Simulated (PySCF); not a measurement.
Isomers of C8H10OSi.

All values: PBE0/pcSseg-1 (PySCF) at GFN2-xTB geometries, gas phase, one conformer each.

(1) Rank by the highest Hirshfeld charge on any atom, highest value first.
A. `[CH3:1][CH2:2][CH2:3][SiH2:4][C:5]#[C:6][C:7]#[C:8][CH:9]=[O:10]` with C1–C2–C3–Si4 179°, C2–C3–Si4–C5 -58°
B. `[CH2:1]=[CH:2][c:3]1[cH:4][cH:5][cH:6][cH:7][c:8]1[O:9][SiH3:10]` with C1–C2–C3–C4 14°, C7–C8–O9–Si10 -5°
C. `[CH2:1]=[C:2]1[C:3](=[CH2:4])[C:5]([CH2:6][SiH3:7])=[C:8]1[CH:9]=[O:10]` with C3–C5–C6–Si7 91°, C5–C8–C9–O10 4°
D. `[CH3:1][C:2](=[O:3])[C:4]1=[CH:5][C@@:6]2([SiH3:7])[CH:8]=[CH:9][C@@H:10]12` with C1–C2–C4–C5 -174°

(2) Rank by LUMO energy, highest first.
A. `[CH3:1][C:2]#[C:3][C:4]1=[CH:5][C:6](=[O:7])[Si@H:8]1[CH2:9][CH3:10]` with C6–Si8–C9–C10 155°
B. `[CH3:1][CH2:2][CH2:3][SiH2:4][C:5]#[C:6][C:7]#[C:8][CH:9]=[O:10]` with C1–C2–C3–Si4 179°, C2–C3–Si4–C5 -58°
C. `[CH3:1][C:2](=[O:3])[C:4]1=[CH:5][C@@:6]2([SiH3:7])[CH:8]=[CH:9][C@@H:10]12` with C1–C2–C4–C5 -174°
D. `[CH2:1]=[CH:2][c:3]1[cH:4][cH:5][cH:6][cH:7][c:8]1[O:9][SiH3:10]` with C1–C2–C3–C4 14°, C7–C8–O9–Si10 -5°
E. `[CH2:1]=[C:2]1[C:3](=[CH2:4])[C:5]([CH2:6][SiH3:7])=[C:8]1[CH:9]=[O:10]` with C3–C5–C6–Si7 91°, C5–C8–C9–O10 4°

(3) Rank by dipole moment, highest first.
A. `[CH3:1][CH2:2][CH2:3][SiH2:4][C:5]#[C:6][C:7]#[C:8][CH:9]=[O:10]` with C1–C2–C3–Si4 179°, C2–C3–Si4–C5 -58°
B. `[CH3:1][C:2]#[C:3][C:4]1=[CH:5][C:6](=[O:7])[Si@H:8]1[CH2:9][CH3:10]` with C6–Si8–C9–C10 155°
C. `[CH2:1]=[C:2]1[C:3](=[CH2:4])[C:5]([CH2:6][SiH3:7])=[C:8]1[CH:9]=[O:10]` with C3–C5–C6–Si7 91°, C5–C8–C9–O10 4°
D. `[CH3:1][C:2](=[O:3])[C:4]1=[CH:5][C@@:6]2([SiH3:7])[CH:8]=[CH:9][C@@H:10]12` with C1–C2–C4–C5 -174°
E. `[CH2:1]=[CH:2][c:3]1[cH:4][cH:5][cH:6][cH:7][c:8]1[O:9][SiH3:10]` with C1–C2–C3–C4 14°, C7–C8–O9–Si10 -5°

## Answers

(1) B (+0.394 e), A (+0.370 e), C (+0.335 e), D (+0.313 e).

(2) D (-1.03 eV), C (-1.76 eV), A (-2.03 eV), E (-2.39 eV), B (-2.72 eV).

(3) B (4.89 D), A (3.80 D), D (3.15 D), C (2.71 D), E (0.98 D).

All values together:

```csv
SMILES,μ (D),HOMO (eV),LUMO (eV),lowest IAO charge (e),highest IAO charge (e),lowest Hirshfeld charge (e),highest Hirshfeld charge (e)
CCC[SiH2]C#CC#CC=O,3.80,-7.84,-2.72,-0.530 (C),+0.779 (Si),-0.209 (O),+0.370 (Si)
C=Cc1ccccc1O[SiH3],0.98,-6.38,-1.03,-0.587 (O),+0.868 (Si),-0.180 (O),+0.394 (Si)
CC(=O)C1=C[C@@]2([SiH3])C=C[C@@H]12,3.15,-7.11,-1.76,-0.478 (C),+0.604 (Si),-0.246 (O),+0.313 (Si)
CC#CC1=CC(=O)[Si@H]1CC,4.89,-6.40,-2.03,-0.533 (C),+0.815 (Si),-0.254 (O),+0.364 (Si)
C=C1C(=C)C(C[SiH3])=C1C=O,2.71,-6.71,-2.39,-0.542 (C),+0.630 (Si),-0.233 (O),+0.335 (Si)
```

Conformers: `[CH3:1][CH2:2][CH2:3][SiH2:4][C:5]#[C:6][C:7]#[C:8][CH:9]=[O:10]` with C1–C2–C3–Si4 179°, C2–C3–Si4–C5 -58°; `[CH2:1]=[CH:2][c:3]1[cH:4][cH:5][cH:6][cH:7][c:8]1[O:9][SiH3:10]` with C1–C2–C3–C4 14°, C7–C8–O9–Si10 -5°; `[CH3:1][C:2](=[O:3])[C:4]1=[CH:5][C@@:6]2([SiH3:7])[CH:8]=[CH:9][C@@H:10]12` with C1–C2–C4–C5 -174°; `[CH3:1][C:2]#[C:3][C:4]1=[CH:5][C:6](=[O:7])[Si@H:8]1[CH2:9][CH3:10]` with C6–Si8–C9–C10 155°; `[CH2:1]=[C:2]1[C:3](=[CH2:4])[C:5]([CH2:6][SiH3:7])=[C:8]1[CH:9]=[O:10]` with C3–C5–C6–Si7 91°, C5–C8–C9–O10 4°.
